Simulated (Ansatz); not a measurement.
Question: Name a neutral molecule of B, F, O and H with LUMO energy (B3LYP/def2-TZVPP) between -0.45 and -0.15 eV and zero-point energy (PBE0-D4/def2-TZVP) between 120 and 136 kJ/mol (Ansatz, PBE0-D4/def2-TZVP geometry).

Answer: `OBOBF` (-0.39 eV, 128.5 kJ/mol). Other molecules can fit too; these were computed, each in one conformer that needn't be the lowest.

B3LYP here is the variant with VWN-RPA as its local correlation; programs differ in this.
